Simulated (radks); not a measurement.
All-electron atom: Pm in [Xe] 4f5 6s2.

Calculated with a radial shooting solver on a logarithmic mesh with Libxc functionals: Dirac Kohn-Sham, exchange-only PBE, spin-unpolarised, spherical densities, finite nucleus; open shells fill j = l - 1/2 first; Fermi nuclear charge, rms radius 4.962 fm.

Energy parts (hartree):
part                   energy
total             -10023.2063
kinetic            10840.5164
electron-nucleus  -24529.4703
Hartree             3891.9970
exchange            -226.2495

Orbitals (lengths in bohr, moments of r in powers of bohr; <r^-3> diverges for s and p1/2):
[
 {"orbital": "1s1/2", "occ.": "2", "eigenvalue (hartree)": "-1652.788", "<1/r>": "67.42", "<r^-3>": "-", "<r>": "0.02318", "small-component weight": "5.13e-02"},
 {"orbital": "2s1/2", "occ.": "2", "eigenvalue (hartree)": "-268.5644", "<1/r>": "15.99", "<r^-3>": "-", "<r>": "0.09846", "small-component weight": "1.12e-02"},
 {"orbital": "2p1/2", "occ.": "2", "eigenvalue (hartree)": "-254.3399", "<1/r>": "15.97", "<r^-3>": "-", "<r>": "0.08244", "small-component weight": "1.13e-02"},
 {"orbital": "2p3/2", "occ.": "4", "eigenvalue (hartree)": "-233.7498", "<1/r>": "14.30", "<r^-3>": "8410", "<r>": "0.08896", "small-component weight": "1.05e-02"},
 {"orbital": "3s1/2", "occ.": "2", "eigenvalue (hartree)": "-58.51766", "<1/r>": "5.803", "<r^-3>": "-", "<r>": "0.2602", "small-component weight": "3.50e-03"},
 {"orbital": "3p1/2", "occ.": "2", "eigenvalue (hartree)": "-52.41639", "<1/r>": "5.718", "<r^-3>": "-", "<r>": "0.2498", "small-component weight": "3.45e-03"},
 {"orbital": "3p3/2", "occ.": "4", "eigenvalue (hartree)": "-48.27669", "<1/r>": "5.296", "<r^-3>": "1742", "<r>": "0.2624", "small-component weight": "3.24e-03"},
 {"orbital": "3d3/2", "occ.": "4", "eigenvalue (hartree)": "-37.66817", "<1/r>": "5.169", "<r^-3>": "289.4", "<r>": "0.2339", "small-component weight": "3.12e-03"},
 {"orbital": "3d5/2", "occ.": "6", "eigenvalue (hartree)": "-36.77091", "<1/r>": "5.063", "<r^-3>": "260.3", "<r>": "0.2378", "small-component weight": "3.06e-03"},
 {"orbital": "4s1/2", "occ.": "2", "eigenvalue (hartree)": "-11.59492", "<1/r>": "2.414", "<r^-3>": "-", "<r>": "0.5929", "small-component weight": "1.10e-03"},
 {"orbital": "4p1/2", "occ.": "2", "eigenvalue (hartree)": "-9.27393", "<1/r>": "2.309", "<r^-3>": "-", "<r>": "0.6082", "small-component weight": "1.02e-03"},
 {"orbital": "4p3/2", "occ.": "4", "eigenvalue (hartree)": "-8.37015", "<1/r>": "2.167", "<r^-3>": "381.1", "<r>": "0.6368", "small-component weight": "9.53e-04"},
 {"orbital": "4d3/2", "occ.": "4", "eigenvalue (hartree)": "-4.55287", "<1/r>": "1.947", "<r^-3>": "53.00", "<r>": "0.6827", "small-component weight": "7.97e-04"},
 {"orbital": "4d5/2", "occ.": "6", "eigenvalue (hartree)": "-4.39231", "<1/r>": "1.911", "<r^-3>": "47.09", "<r>": "0.6930", "small-component weight": "7.77e-04"},
 {"orbital": "4f5/2", "occ.": "5", "eigenvalue (hartree)": "-0.04622", "<1/r>": "1.300", "<r^-3>": "5.538", "<r>": "1.076", "small-component weight": "3.99e-04"},
 {"orbital": "4f7/2", "occ.": "0", "eigenvalue (hartree)": "-0.02920", "<1/r>": "1.279", "<r^-3>": "5.318", "<r>": "1.106", "small-component weight": "3.90e-04"},
 {"orbital": "5s1/2", "occ.": "2", "eigenvalue (hartree)": "-1.49717", "<1/r>": "0.9217", "<r^-3>": "-", "<r>": "1.443", "small-component weight": "2.30e-04"},
 {"orbital": "5p1/2", "occ.": "2", "eigenvalue (hartree)": "-0.87935", "<1/r>": "0.8056", "<r^-3>": "-", "<r>": "1.635", "small-component weight": "1.79e-04"},
 {"orbital": "5p3/2", "occ.": "4", "eigenvalue (hartree)": "-0.75987", "<1/r>": "0.7542", "<r^-3>": "49.58", "<r>": "1.732", "small-component weight": "1.60e-04"},
 {"orbital": "6s1/2", "occ.": "2", "eigenvalue (hartree)": "-0.10879", "<1/r>": "0.2808", "<r^-3>": "-", "<r>": "4.498", "small-component weight": "2.29e-05"}
]

The highest occupied level is 4f5/2 at -1.258 eV. For comparison, the ionisation energy in NIST's Atomic Spectra Database is 5.582 eV (measured). In exact Kohn-Sham theory the highest level is minus the ionisation energy, but local and semilocal functionals leave it too shallow, through self-interaction and a potential that decays too fast; potentials with the right tail come closer. Summed over all electrons, <r^2> = 89.68 bohr^2, which gives a Langevin (diamagnetic) susceptibility term of -71 x 10^-6 cm^3/mol. The density falls to 0.001 e/bohr^3 at r = 5.32 bohr. The electron density at the nucleus is 4.927e+05 e/bohr^3.

Beside tabulated values, note that spin-unpolarised runs miss the spin-polarisation part of the exchange energy of open shells.
